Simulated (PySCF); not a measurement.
## Vibration and rotation of GaS

UHF-CCSD(T) constants of GaS, ²Σ⁺ (doublet), unpaired electrons σ ↑ (PySCF, no relativity, basis sets Ga def2-TZVPP, S def2-TZVPP; masses 68.9256 and 31.9721 u):

```
ωe              : 474.3 cm⁻¹
ωexe            : 2.58 cm⁻¹
Be              : 0.17889 cm⁻¹
αe              : 0.00108 cm⁻¹
D (centrifugal) : 1.02e-07 cm⁻¹
De to Ga + S    : 3.57 eV
```

Task: Give the vibrational terms G(v) and spacings up to v = 3.

Result: G(v) = ωe(v+½) − ωexe(v+½)².

```json
{"v": "0", "G(v) (cm⁻¹)": "237", "G(v) − G(v−1)": "", "Bv (cm⁻¹)": "0.1783"}
{"v": "1", "G(v) (cm⁻¹)": "706", "G(v) − G(v−1)": "469", "Bv (cm⁻¹)": "0.1773"}
{"v": "2", "G(v) (cm⁻¹)": "1170", "G(v) − G(v−1)": "464", "Bv (cm⁻¹)": "0.1762"}
{"v": "3", "G(v) (cm⁻¹)": "1628", "G(v) − G(v−1)": "459", "Bv (cm⁻¹)": "0.1751"}
```

Task: How well does the Morse estimate ωe²/(4ωexe) reproduce De, and what is D0?

Result: It gives 2.70 eV, 76 % of the computed De. D0 = De − G(0) = 3.57 − 0.03 = 3.54 eV.

Correlated steps freeze 14 core orbitals. Spin–orbit coupling is left out. The state is the lowest determinant that a PBE0 search found; another state may lie lower at other levels.
